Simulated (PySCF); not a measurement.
Vertical excitations of a molecule C3H6BFO2 from TDDFT-ωB97X/def2-SVPD (PySCF 2.14.0), as energy in eV (oscillator strength): 6.06 (0.002), 6.87 (0.004), 7.38 (0.009), 7.71 (0.002), 8.28 (0.002), 8.60 (0.005), 8.93 (0.023), 9.03 (0.021), 9.15 (0.002), 9.25 (0.025). Lowest triplet (TDA): 5.47 eV. Coordinates come from a PBE0-D3(BJ)/def2-SVP optimisation. Other conformers were not sampled.

Task: Which molecule gave these data?
A. C=C(C)OB(O)F
B. C[C@]1(F)OCB1O
C. C[C@H](C=O)B(O)F
D. CO/C=C/B(O)F

Result: B, C[C@]1(F)OCB1O
